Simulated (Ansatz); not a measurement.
## HCl ··· H₂

The pair of HCl (SMILES Cl, atoms 1–2) and H₂ (SMILES [H][H], atoms 3–4), both closed shells, in one local arrangement (a lower one may exist), relaxed at PBE0-D4/def2-TZVP:

```
atom    x (Å)    y (Å)    z (Å)
 Cl1   0.1172   0.6582  -1.7560
  H2  -0.0319  -0.6046  -1.6162
  H3  -0.0129   0.1662   1.3678
  H4  -0.0724  -0.2197   2.0045
```

Computed with Ansatz 0.2.0 (basis: def2-TZVPPD, with def2-QZVPPD for the basis limit); correlated methods freeze the cores. B3LYP uses VWN-RPA correlation. Extrapolation: Hartree–Fock as exp(−7.88 √X), correlation as X^−2.97. Interaction energies count from these two fragments, frozen as in the pair, with the counterpoise correction; negative means bound.

(1) What is the interaction energy by CCSD(T) at an estimated basis limit (MP2 extrapolated from triple and quadruple zeta, plus CCSD(T) − MP2 in triple zeta)? (To be estimated.)

(2) Which atoms make the shortest contact between the fragments?

No T1 diagnostic of these runs exceeds 0.007.

## Answers

(1) The calculation gives: -1.2 kJ/mol. Hartree–Fock alone gives 0.7 kJ/mol at the basis limit, so without correlation the pair would not bind at this distance. It counts from the two fragments frozen as in the pair.

The same quantity by other methods in triple zeta, and each one's difference from that estimate:
```
   method  E_int (kJ/mol)  difference
   PBE-D4            -2.1        -0.9
revPBE-D4            -1.2         0.0
  BLYP-D4            -0.6         0.6
r2SCAN-D4            -0.7         0.5
   B97M-V            -1.5        -0.3
  PBE0-D4            -1.7        -0.5
 B3LYP-D4            -1.0         0.2
 HSE06-D4            -1.7        -0.6
  wB97X-V            -1.3        -0.2
  wB97M-V            -1.1         0.1
   B2PLYP            -0.2         0.9
       HF             0.7         1.9
      MP2            -0.9         0.3
     CCSD            -0.7         0.5
  CCSD(T)            -0.9         0.3
```
Differences are method less estimate.

(2) H2 and H3, 3.08 Å apart.

Basis-set superposition shift (counterpoise-corrected less uncorrected): CCSD(T) 0.4; MP2 0.4; HF 0.1; PBE0-D4 0.1; wB97M-V 0.1 kJ/mol.

For scale, one of the runs: CCSD(T)/def2-TZVPPD, 102 basis functions, launched by `ansatz run in.yaml --threads 2 --pin off --events-out ev --progress --plain --max-ram 5222MiB`. The run took about 0.75 s on 2 CPU threads of an Intel Xeon 6975P-C (shared host).
